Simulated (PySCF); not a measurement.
Gas-phase reaction: SiBr₄ + SiH₄ = 2 SiH₂Br₂

Computed with PySCF (xtb for GFN2) and rigid-rotor harmonic-oscillator thermochemistry at 1 bar. The comparison is the NASA 1993 polynomial table, which mixes measured and estimated data. † marks an energy on the PBE0/def2-TZVP geometry and frequencies; other levels use their own. MP2 freezes the core. 6-31G* has spherical d functions here. All species are closed-shell singlets. Br: all electrons, no relativistic terms. MP2 isn't extrapolated to the basis-set limit; its ΔH°(298 K) is 1.8 kJ in def2-SVP and 1.6 kJ in def2-TZVPP. The harmonic model lacks anharmonicity and excited electronic states, which grow with temperature; levels with a mode under 35 cm⁻¹ are left out. Soft modes under 120 cm⁻¹ make the harmonic entropy rough for SiBr₄, SiH₂Br₂. The table's entry may be an old estimate for SiBr₄, SiH₂Br₂ (not checked at source).

| level | ΔH°(298 K), kJ | minus table | ΔG°(1200 K), kJ |
|---|---|---|---|
| table | 0.4 | - | -40.0 |
| BLYP/def2-TZVP† | -13.2 | -13.6 | -54.7 |
| GFN2-xTB | -103.5 | -103.9 | -140.8 |
| HF/6-31G* | -31.6 | -32.0 | -74.4 |
| M06-2X/def2-TZVP† | -13.2 | -13.6 | -54.8 |
| MP2/def2-SVP† | 1.8 | 1.4 | -39.8 |
| MP2/def2-TZVPP† | 1.6 | 1.2 | -39.9 |
| PBE/def2-SVP | -0.6 | -1.0 | -41.5 |
| PBE/def2-TZVP† | -6.4 | -6.8 | -48.0 |
| PBE0/def2-TZVP | -10.2 | -10.6 | -51.7 |
| ωB97M-V/def2-TZVP† | -3.8 | -4.2 | -45.4 |
